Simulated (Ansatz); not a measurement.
Process, species as SMILES: ClBr (Cl-Br) → Br atom + Cl atom
B3LYP-D3(BJ)/def2-TZVP geometries, fixed; electronic energies without zero-point terms.
Largest species:
```xyz
2

Cl     0.0000     0.0000    -1.4574
Br     0.0000     0.0000     0.7079
```
Charge 0, spin multiplicity 1.

Basis-set convergence of the atomisation energy at B3LYP with Ansatz (a program for electronic structure). Cartesian d functions, on some or all atoms, in 6-31G, 6-31G**, 6-311G**; all else is spherical. The program fits the integrals of some runs and decomposes those of others, by size. Open shells are unrestricted. No added dispersion term, no relativity. Functions are those of the species that has most. Reference: the value in aug-cc-pV(5+d)Z, 52.89 kcal/mol, itself unsure by roughly 0.07 kcal/mol (its mean distance from pcseg-4, aug-pcseg-3, aug-cc-pV(Q+d)Z).

```tsv
basis	functions	atomisation energy (kcal/mol)
STO-3G	27	63.17
pcseg-0	35	32.33
6-31G	42	31.60
cc-pV(D+d)Z	50	49.33
def2-SVP	50	49.53
6-31G**	54	?
aug-pcseg-1	63	?
aug-cc-pV(D+d)Z	68	?
def2-SVPD	68	47.82
6-311G**	71	46.81
cc-pV(T+d)Z	82	?
def2-TZVP	85	52.13
def2-TZVPD	103	52.48
cc-pV(Q+d)Z	132	52.70
pcseg-3	132	52.81
def2-QZVP	145	52.69
def2-QZVPPD	177	52.79
pcseg-4	216	52.90
```

Fill in the missing entries.


- 6-31G**, atomisation energy (kcal/mol): 48.43
- aug-pcseg-1, atomisation energy (kcal/mol): 47.68
- aug-cc-pV(D+d)Z, atomisation energy (kcal/mol): 49.75
- cc-pV(T+d)Z, atomisation energy (kcal/mol): 52.25
